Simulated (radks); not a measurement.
The erbium ion Er29+, 39 electrons, occupied as [Kr] 4d3. Method: scalar-relativistic Kohn-Sham, exchange-only LDA, spin-polarised, spherical densities, point nucleus; open shells are filled with parallel spins first (spin-orbit coupling, left out, can overturn this in heavy ions); computed with a radial shooting solver on a logarithmic mesh with Libxc functionals. Some entries of the table are withheld. Estimate them.

orbital  occ.  eigenvalue (hartree)  <r> (bohr)
1s up       1             -2145.147     0.02038
1s down     1             -2145.143     0.02038
2s up       1             -392.6217     0.08649
2s down     1             -392.5200     0.08649
2p up       3             -351.8452     0.07672
2p down     3             -351.7608     0.07672
3s up       1             -117.0144      0.2240
3s down     1             -116.9415      0.2239
3p up       3             -104.6062      0.2227
3p down     3             -104.5290      0.2226
3d up       5             -89.26916         (1)
3d down     5             -89.17325         (2)
4s up       1             -49.51611      0.4670
4s down     1             -49.23682      0.4671
4p up       3             -45.01227         (3)
4p down     3             -44.73576         (4)
4d up       3             -39.18033      0.4862
4d down     0             -38.90545      0.4865

Answer. 
(1) 3d up <r> (bohr): 0.2014
(2) 3d down <r> (bohr): 0.2014
(3) 4p up <r> (bohr): 0.4816
(4) 4p down <r> (bohr): 0.4818
